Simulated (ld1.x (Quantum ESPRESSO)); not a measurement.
u(r) = r·R(r): atom against pseudo-atom (Ag (Z = 47))

Columns: radius, all-electron u(r) and pseudo u(r) of the 4d shell (level -7.44 eV) of silver in the configuration [Ar] 3d10 4s2 4p6 4d10 5s1 5p0; PBE, scalar-relativistic, TM scheme, ld1.x (Quantum ESPRESSO) 7.5.

```tsv
r (bohr)	all-electron	pseudo
0.078	0.1389	-0.0025
0.155	0.3773	-0.0193
0.232	0.4464	-0.0609
0.310	0.3379	-0.1333
0.388	0.1298	-0.2337
0.465	-0.1043	-0.3517
0.542	-0.3250	-0.4765
0.620	-0.5142	-0.5970
0.698	-0.6620	-0.7018
0.775	-0.7676	-0.7838
0.852	-0.8374	-0.8424
0.930	-0.8778	-0.8787
1.008	-0.8940	-0.8941
1.085	-0.8922	-0.8922
1.162	-0.8775	-0.8775
1.240	-0.8533	-0.8533
1.318	-0.8228	-0.8228
1.395	-0.7889	-0.7889
1.472	-0.7528	-0.7528
1.550	-0.7152	-0.7152
1.628	-0.6776	-0.6776
1.705	-0.6411	-0.6411
1.782	-0.6055	-0.6055
1.860	-0.5707	-0.5707
1.938	-0.5374	-0.5374
2.015	-0.5061	-0.5061
```

(1) How many radial nodes do the two functions have?

(2) At about which radius was the pseudo-wave matched?

(3) Is the pseudo-wave norm-conserving?

Answers

(1) The all-electron 4d function has n − l − 1 = 1; the pseudo-wave has 0, since the states of the same l below it are removed with the core.

(2) 1.10 bohr. The columns agree to 0.0005 from 1.01 bohr on; several derivatives are matched, so the curves merge somewhat inside the radius.

(3) Yes: the TM scheme keeps the norm inside the radius equal to the all-electron one, which fixes the energy derivative of the logarithmic derivative at the level.
